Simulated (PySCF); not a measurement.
A calculated (UHF, PySCF 2.14, cc-pVTZ, no relativity, point nucleus) atom or ion has these occupied shells.

```csv
shell,electrons,orbital energy (eV),"rms radius, mean of both spins (bohr)"
1s β,1,-5003.1,0.0812
1s α,1,-5003.1,0.0812
2s α,1,-599.15,0.353
2s β,1,-598.19,0.353
2p α,3,-500.42,0.321
2p β,3,-499.46,0.321
3s α,1,-95.535,1.09
3s β,1,-91.927,1.09
3p α,3,-66.829,1.18
3p β,3,-62.346,1.18
3d α,2,-28.057,1.55
```

Question: Name the element and its charge.

Answer: Ti²⁺ (titanium, charge +2), in [Ar] 3d2, high-spin 3F determinant.
